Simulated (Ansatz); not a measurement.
System: C3H9Si (charge 0, doublet). It need not be the lowest isomer of its formula. 
Coordinates optimised at B3LYP-D3(BJ)/def2-TZVP (Ansatz, an electronic-structure program):
SMILES: [CH2][SiH](C)C
```xyz
13

Si     0.1399    -0.0255     0.3366
C      1.6167    -0.4049    -0.7059
C     -1.2039    -1.3040     0.0469
C     -0.4810     1.7088    -0.0255
H      0.5336    -0.0854     1.7750
H      1.8883    -1.4136    -0.9995
H      2.3130     0.3565    -1.0421
H     -0.8390    -2.3117     0.2567
H     -1.5496    -1.2804    -0.9889
H     -2.0637    -1.1188     0.6943
H     -0.8111     1.7975    -1.0628
H     -1.3243     1.9633     0.6202
H      0.3034     2.4498     0.1423
```
Charge 0, spin multiplicity 2.

Total electronic energies in hartree. Valence correlation only, unless marked. Open shells are spin-unrestricted. Spin-orbit coupling is left out. No relativistic terms. CBS marks a two-point X^-3 extrapolation of the correlation energy; Hartree-Fock from the larger set.

| level | program | energy (Eh) |
|---|---|---|
| revPBE-D3(BJ)/def2-TZVPD | Ansatz + dftd3 | -409.16918 |
| revPBE/def2-TZVPD | Ansatz | -409.14569 |
| r2SCAN/def2-TZVPD | Ansatz | -409.14493 |
| BHLYP-D3(BJ)/def2-TZVPD | Ansatz + dftd3 | -409.18418 |
| r2SCAN0/def2-TZVPD | Ansatz | -409.13466 |
| HSE06-D3(BJ)/def2-TZVPD | Ansatz + dftd3 | -408.96290 |
| wB97X-V/def2-TZVPD | Ansatz | ? |
| B2PLYP/def2-TZVPD | Ansatz | ? |
| RPA@PBE/cc-pV(Q+d)Z | Ansatz | -408.99395 |
| MP2/STO-3G | Ansatz | -403.23366 |
| MP2/aug-cc-pV(D+d)Z | Ansatz | -408.30909 |
| CCSD/STO-3G | Ansatz | -403.29868 |
| CCSD/cc-pV(T+d)Z | Ansatz | -408.50898 |
| CCSD(T)/cc-pV(T+d)Z | Ansatz | -408.53400 |
| CCSD(T)/CBS(cc-pV(T+d)Z,cc-pV(Q+d)Z) | Ansatz | -408.6072 |

Q: Fill in the missing entries.

A: 
- wB97X-V/def2-TZVPD, energy (Eh): -409.16445
- B2PLYP/def2-TZVPD, energy (Eh): -408.99685
